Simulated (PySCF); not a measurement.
How the method moves the HOMO and LUMO of `F[SiH]1C[SiH2]C1`

Compound: C2H7FSi2.
SMILES with atom numbers: `[F:1][SiH:2]1[CH2:3][SiH2:4][CH2:5]1` (hydrogens: H6 on Si2; H7, H8 on C3; H9, H10 on Si4; H11, H12 on C5)

Geometry (PBE0-D3(BJ)/def2-SVP, Å), atoms numbered from 1 in this order:
```xyz
12
C2H7FSi2 angstrom
F      1.333    0.141    2.141
Si     1.175   -0.123    0.540
C     -0.219   -1.339    0.173
Si    -1.212    0.134   -0.528
C      0.278    1.305   -0.301
H      2.532   -0.469    0.025
H      0.046   -2.105   -0.574
H     -0.656   -1.847    1.045
H     -2.380    0.504    0.327
H     -1.665   -0.037   -1.943
H      0.101    2.190    0.329
H      0.743    1.641   -1.242
```

Basis pcSseg-2 throughout (PySCF), one geometry. Isolated species at its PBE0-D3(BJ)/def2-SVP geometry, gas phase.

Task: How do the orbital energies, the gap and the dipole change with the method?

Result: 
```tsv
method	kind	HOMO (eV)	LUMO (eV)	gap (eV)	μ (D)	SCF cycles
BLYP	GGA	-6.65	-0.73	5.92	1.54	13
OPBE	GGA	-6.74	-0.78	5.96	1.50	15
B97-D	GGA	-6.75	-0.72	6.04	1.52	14
PBE	GGA	-6.76	-0.89	5.87	1.53	14
KT2	GGA	-6.83	-1.03	5.80	1.56	15
LDA	LDA	-6.85	-1.09	5.76	1.61	13
BP86	GGA	-6.86	-0.94	5.92	1.53	14
KT3	GGA	-6.87	-0.93	5.93	1.55	15
B97-2	global hybrid	-7.74	0.00	7.75	1.62	14
B3LYP	global hybrid	-7.78	-0.22	7.57	1.64	13
PBE0	global hybrid	-7.98	-0.01	7.97	1.65	12
mPW1PW91	global hybrid	-8.01	-0.02	8.00	1.64	12
BHandHLYP	global hybrid	-9.12	0.71	9.84	1.75	12
CAM-B3LYP	range-separated hybrid	-9.31	0.85	10.17	1.69	12
wB97X-D	range-separated hybrid	-9.81	1.68	11.49	1.66	13
LC-wPBE	range-separated hybrid	-10.63	1.96	12.59	1.69	12
HF	Hartree–Fock	-10.90	2.53	13.43	1.81	10
```

The HOMO spans 4.25 eV, from BLYP down to HF, and the gap runs from 5.76 eV (LDA) to 13.43 eV (HF). Over the methods BLYP (0 %), OPBE (0 %), B97-D (0 %), PBE (0 %), KT2 (0 %), LDA (0 %), BP86 (0 %), KT3 (0 %), B97-2 (21 %), B3LYP (20 %), PBE0 (25 %), mPW1PW91 (25 %), BHandHLYP (50 %), HF (100 %), a straight line through the gap against the share of exact exchange rises by 0.76 eV for each 10 % (correlation coefficient 0.999). The dipole ranges from 1.50 D (OPBE) to 1.81 D (HF). This basis has no diffuse functions.
